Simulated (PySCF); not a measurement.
TaOF₂, SMILES [O]=[Ta+]([F])[F], charge +1, multiplicity 1. The structure is a stationary point at PBE-D3(BJ)/def2-TZVP. The spin state was assumed, not searched. The isomer is the one that the SMILES or the coordinates give; other isomers of the formula were not compared. The def2 effective core potentials stand for the cores of Ta; spin–orbit coupling is left out.

**Question.** Give the equilibrium geometry at PBE-D3(BJ)/def2-TZVP (PySCF confirms it by a frequency run) as Cartesian coordinates in Å, and its point group. (Estimate from the structure and the level; the computed values follow.)

**Answer.** point group Cs.
```xyz
4

Ta    -0.1881     0.0375     0.0000
O      0.6322     1.5221     0.0000
F      0.4817    -0.8284     1.4679
F      0.4817    -0.8284    -1.4679
```
Charge +1, spin multiplicity 1.
